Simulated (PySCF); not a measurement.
**Radial density of Ar (argon, neutral)**

UHF, [Ar], closed-shell 1S. Calculation: PySCF 2.14, in cc-pVTZ-DK; the spin-free X2C one-electron Hamiltonian (Gaussian nucleus).

```json
{"r (bohr)": "0.00174", "4πr²ρ (e/bohr)": "0.1694"}
{"r (bohr)": "0.00292", "4πr²ρ (e/bohr)": "0.4362"}
{"r (bohr)": "0.00491", "4πr²ρ (e/bohr)": "1.100"}
{"r (bohr)": "0.00826", "4πr²ρ (e/bohr)": "2.659"}
{"r (bohr)": "0.0139", "4πr²ρ (e/bohr)": "5.963"}
{"r (bohr)": "0.0234", "4πr²ρ (e/bohr)": "11.76"}
{"r (bohr)": "0.0393", "4πr²ρ (e/bohr)": "18.59"}
{"r (bohr)": "0.0661", "4πr²ρ (e/bohr)": "20.68"}
{"r (bohr)": "0.111", "4πr²ρ (e/bohr)": "15.68"}
{"r (bohr)": "0.187", "4πr²ρ (e/bohr)": "16.51"}
{"r (bohr)": "0.315", "4πr²ρ (e/bohr)": "20.98"}
{"r (bohr)": "0.529", "4πr²ρ (e/bohr)": "9.640"}
{"r (bohr)": "0.890", "4πr²ρ (e/bohr)": "4.612"}
{"r (bohr)": "1.50", "4πr²ρ (e/bohr)": "5.183"}
{"r (bohr)": "2.52", "4πr²ρ (e/bohr)": "1.366"}
{"r (bohr)": "4.24", "4πr²ρ (e/bohr)": "0.07053"}
{"r (bohr)": "7.13", "4πr²ρ (e/bohr)": "2.005e-05"}
```

Densities and radii are taken from the X2C orbitals without a picture-change correction, which distorts them close to the nucleus.
